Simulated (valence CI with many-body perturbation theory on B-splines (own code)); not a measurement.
## Questions on In⁴¹⁺

Method: valence CI with perturbative core correlation (CI+MBPT): six valence electrons over a frozen Dirac-Fock core [He], radial functions for each j: 9 s, 9 p, 8 d, 6 f, 3 g, 1 h, with the one-electron correlation potential Σ1, the two-electron term Σ2, the three-electron term Σ3, Breit, model QED; selected CI, second order for the rest, scaled by the run's own slope (own B-spline code, finite nucleus).

The last digits are not significant, and no measured levels were compared; by estimate large intervals hold to a few tenths of a per cent, small ones and those within an open d or f shell to about a per cent. Among the levels kept, up to 2200 cm⁻¹ of a level comes from second order outside the variational space, and about a tenth of that is noise between levels of different J, which matters for small intervals.

Levels are named by their leading jj configuration (3d3/2^4 stands for four electrons in 3d with j = 3/2), which in mixed levels can hold well under half, so a name can repeat and another be missing.

Rates and lifetimes use the calculated energies. Strong lines usually hold to 10 to 20 %, long lifetimes can be off by a factor of two.

Question: What is the ground level?

Answer: (2s^2 2p1/2^2 2p3/2^2) J=2, composition 72 % 2s²2p⁴ ³P + 28 % 2s²2p⁴ ¹D, g = 1.344.

Question: Name the longest-lived excited levels whose lifetime is computed, and their main decay.

Answer: (2s^2 2p1/2^2 2p3/2^2) J=0 at 264.67 × 10³ cm⁻¹ lives 45.2 ms, mostly by E2 to (2s^2 2p1/2^2 2p3/2^2) J=2; (2s^2 2p1/2 2p3/2^3) J=2 at 1864.6 × 10³ cm⁻¹ lives 19.0 ns, mostly by M1 to (2s^2 2p1/2^2 2p3/2^2) J=2; (2s^2 2p1/2 2p3/2^3) J=1 at 1738.4 × 10³ cm⁻¹ lives 9.40 ns, mostly by M1 to (2s^2 2p1/2^2 2p3/2^2) J=2.

Question: Among levels below 32844 × 10³ cm⁻¹, which E1 lines absorb most strongly from the ground level?

Answer: to (2s^2 2p1/2^2 2p3/2 3d5/2) J=3 at 0.3223 nm, f = 0.648; to (2s^2 2p1/2 2p3/2^2 3d3/2) J=3 at 0.3067 nm, f = 0.574; to (2s^2 2p1/2 2p3/2^2 3d3/2) J=2 at 0.3068 nm, f = 0.294.

Question: Where does the other parity begin?

Answer: At (2s 2p1/2^2 2p3/2^3) J=2, 3585.4 × 10³ cm⁻¹.

Question: How well does LS coupling describe the low levels?

Answer: Among the lowest 20 levels the leading LS term, summed over configurations, holds 58 % on average. For single configurations the figures are 57 % in LS and 95 % in jj coupling. Terms mix most in the J = 2 level at 29635 × 10³ cm⁻¹, where the leading one holds 24 %.

Question: What are the static dipole polarisabilities of the lowest levels?

Answer: (2s^2 2p1/2^2 2p3/2^2) J=2 0.000500 (tensor 3.6e-05); (2s^2 2p1/2^2 2p3/2^2) J=0 0.000464; (2s^2 2p1/2 2p3/2^3) J=1 0.000645 (tensor -7.7e-05) bohr³, of which the core gives 1.40e-06.

Question: What is the ionisation energy?

Answer: 6551.3 eV; NIST lists 6554 ± 13 eV (semi-empirical).
